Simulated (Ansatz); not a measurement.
AlH₈NOSi₂. Total charge 0; spin multiplicity 1. The bonds changed during the relaxation, so this is another structure than the one it started from. All single points use the PBE0-D4/def2-TZVP geometry. It is one conformer, not always the lowest.

```xyz
13

N    -1.064    0.629    0.173
Si    0.620    0.752   -0.543
O     1.315    2.171   -0.083
Si    1.301   -1.315    0.272
Al   -1.184   -1.426    0.381
H    -1.112    1.024    1.108
H    -1.806    1.057   -0.370
H     0.304    0.780   -2.001
H     1.147    2.955   -0.610
H     2.184   -1.981   -0.724
H     2.068   -1.107    1.534
H    -1.917   -1.910   -0.951
H    -1.856   -1.629    1.813
```

**Question.** What is the dipole moment at PBE/def2-TZVPP? (Best estimate.)

**Answer.** Ansatz gave: 4.43 D, with components (-0.74, 4.27, -0.89) D in this frame, pointing from negative to positive charge.

**Question.** And with r2SCAN, B3LYP, ωB97M-V? (An estimate is asked.)

**Answer.** Ansatz gave: r2SCAN 4.55 D, B3LYP 4.41 D, ωB97M-V 4.44 D.

**Question.** Give the Mulliken charges with PBE, B3LYP, r2SCAN in def2-TZVPP. (Best estimate.)

**Answer.** Computed: 
| atom | PBE | B3LYP | r2SCAN |
| --- | --- | --- | --- |
| N1 | -0.19 | -0.21 | -0.23 |
| Si2 | 0.34 | 0.43 | 0.44 |
| O3 | -0.34 | -0.38 | -0.40 |
| Si4 | -0.09 | -0.05 | -0.07 |
| Al5 | 0.23 | 0.31 | 0.36 |
| H6 | 0.16 | 0.15 | 0.16 |
| H7 | 0.15 | 0.14 | 0.15 |
| H8 | -0.08 | -0.09 | -0.09 |
| H9 | 0.18 | 0.18 | 0.20 |
| H10 | -0.05 | -0.07 | -0.07 |
| H11 | -0.04 | -0.06 | -0.06 |
| H12 | -0.14 | -0.17 | -0.19 |
| H13 | -0.14 | -0.17 | -0.19 |

B3LYP here is the variant with VWN-RPA as its local correlation; programs differ in this.
